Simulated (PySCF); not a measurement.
## A search over the determinants of MgZn⁺

Unrestricted PBE0; PySCF, no relativity, basis sets Mg 6-31G(d,p), Zn 6-31G(d,p). Outer shells of the fragments: Mg+ 3s1; Zn 3d10 4s2.

Followed along the bond (rough minima from three points):

```csv
2Ms+1,unpaired,⟨S²⟩ at the start,R at minimum (Å),Te (eV)
2,σ ↑,0.76,2.63,0.00
4,"σ ↑↑, π ↑",3.75,none in the scan,≤ 4.25
```

Solutions found at the starting distance of 2.645 Å, counted from the lowest of them; the search is not exhaustive and high or unbound solutions are not listed, so other states can lie among these:

```csv
2Ms+1,unpaired,term,E (eV),⟨S²⟩,⟨Lz²⟩,μ (D)
2,σ ↑,²Σ⁺,0.00,0.76,0.00,-3.72
2,π ↑,²Π,2.44,0.76,1.00,-4.46
4,"σ ↑↑, π ↑",⁴Π,4.30,3.75,1.00,-3.88
4,σ ↑↑↑,⁴Σ⁺,4.61,3.75,0.00,-2.83
2,"σ ↑↑, π ↓",mixed,5.23,1.75,1.00,-3.66
4,"σ ↑, π ↑↑",⁴Σ⁻,6.66,3.75,0.00,-4.80
4,"σ ↑, π ↑↑",mixed,8.67,3.75,2.00,-3.95
```

A term symbol is given only where ⟨S²⟩ and ⟨Lz²⟩ are close to those of a pure state; real π, δ and φ orbitals otherwise mix terms. A positive dipole points towards Zn; it is taken about the centre of mass and depends on that origin.

Counting both spins, an empty level lies below a filled one in some of these solutions, because spin and occupation are held.
